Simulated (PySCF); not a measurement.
**CeO: energy against distance**

Set-up: PySCF, spin-free X2C with a Gaussian nucleus, basis sets Ce x2c-SVPall, O x2c-SVPall. Energies in eV from Ce (4f1 5d1 6s2) + O in their ground configurations at the same level. State: triplet, about 1.4 electrons in the 4f shell (Mulliken), real f orbitals that mix terms.

| R (Å) | PBE | r²SCAN | B97-3 |
| --- | --- | --- | --- |
| 1.538 | -7.485 | -6.842 | -6.486 |
| 1.609 | -8.533 | -7.873 | -7.518 |
| 1.681 | -9.140 | -8.466 | -8.105 |
| 1.734 | -9.376 | -8.692 | -8.322 |
| 1.788 | -9.464 | -8.770 | -8.389 |
| 1.842 | -9.435 | -8.731 | -8.336 |
| 1.913 | -9.255 | -8.538 | -8.121 |
| 2.003 | -8.873 | -8.133 | -7.685 |
| 2.110 | -8.274 | -7.504 | -7.009 |
| 2.253 | -7.366 | -6.551 | -5.981 |

Task: Put a parabola through the three lowest points of the PBE curve and estimate Re, k and ωe (reduced mass 14.35 u; 1 eV/Å² = 0.16022 mdyn/Å; ωe = 1302.8·√(k/μ) cm⁻¹).

Result: Through R = 1.734, 1.788, 1.842 Å the second-order coefficient is 20.1 eV/Å², so Re ≈ 1.802 Å, k ≈ 6.43 mdyn/Å and ωe ≈ 872 cm⁻¹. A polynomial fit of higher order to the unrounded PBE energies gives Re = 1.800 Å, k = 6.19 mdyn/Å, ωe = 855 cm⁻¹; anharmonicity and rounding make the difference.

The higher-order fit for each curve: PBE: Re = 1.800 Å, ωe = 855 cm⁻¹, De = 9.47 eV; r²SCAN: Re = 1.795 Å, ωe = 866 cm⁻¹, De = 8.77 eV; B97-3: Re = 1.789 Å, ωe = 885 cm⁻¹, De = 8.39 eV.

These are scalar-relativistic numbers at best; spin–orbit coupling would shift them, the dissociation energy most. The state is the lowest single determinant that the PBE0 search found; with open d or f shells the true ground state can be another one.
